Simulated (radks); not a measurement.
All-electron atom: Au51+ in [Ar] 3d10. Calculated with a radial shooting solver on a logarithmic mesh with Libxc functionals: Dirac Kohn-Sham, PBE, spin-unpolarised, spherical densities, finite nucleus; Fermi nuclear charge, rms radius 5.4371 fm. Some entries of the table are withheld. Estimate them.

orbital,occ.,eigenvalue (hartree),<r^2> (bohr^2),r(max) (bohr)
1s1/2,2,-3066.859,0.0003933,0.01042
2s1/2,2,-624.3567,0.005909,0.06031
2p1/2,2,(1),0.004177,0.04439
2p3/2,4,(2),0.005352,0.05174
3s1/2,2,-219.8019,0.03693,0.1681
3p1/2,2,-210.6995,0.03348,(3)
3p3/2,4,-194.9862,0.03916,(4)
3d3/2,4,-180.2829,(5),0.1326
3d5/2,6,-176.8405,(6),0.1365

Answer. 
(1) 2p1/2 eigenvalue (hartree): -603.6318
(2) 2p3/2 eigenvalue (hartree): -535.7888
(3) 3p1/2 r(max) (bohr): 0.1566
(4) 3p3/2 r(max) (bohr): 0.1709
(5) 3d3/2 <r^2> (bohr^2): 0.02965
(6) 3d5/2 <r^2> (bohr^2): 0.03117
